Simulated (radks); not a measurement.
Se II, 33 electrons, occupied as [Ar] 3d10 4s2 4p3. Calculated with a radial shooting solver on a logarithmic mesh with Libxc functionals: Dirac Kohn-Sham, PBE, spin-unpolarised, spherical densities, point nucleus; open shells are shared between the two j in proportion to 2j + 1. Some entries of the table are withheld. Estimate them.

| orbital | occ. | eigenvalue (hartree) | <r> (bohr) | <1/r> (bohr^-1) |
|---|---|---|---|---|
| 1s1/2 | 2 | -459.7936 | 0.04408 | 34.56 |
| 2s1/2 | 2 | -59.42415 | 0.1957 | 7.685 |
| 2p1/2 | 2 | -53.34820 | 0.1685 | 7.650 |
| 2p3/2 | 4 | -51.81348 | 0.1723 | 7.414 |
| 3s1/2 | 2 | -8.22938 | 0.5739 | 2.499 |
| 3p1/2 | 2 | -6.15164 | 0.5823 | 2.378 |
| 3p3/2 | 4 | -5.93579 | 0.5929 | 2.322 |
| 3d3/2 | 4 | -2.35651 | (1) | 2.041 |
| 3d5/2 | 6 | -2.32360 | (2) | 2.027 |
| 4s1/2 | 2 | -0.98683 | 1.745 | 0.7585 |
| 4p1/2 | 1 | (3) | 2.095 | 0.6248 |
| 4p3/2 | 2 | (4) | 2.133 | 0.6125 |

Answer. 
(1) 3d3/2 <r> (bohr): 0.6273
(2) 3d5/2 <r> (bohr): 0.6317
(3) 4p1/2 eigenvalue (hartree): -0.57711
(4) 4p3/2 eigenvalue (hartree): -0.56084
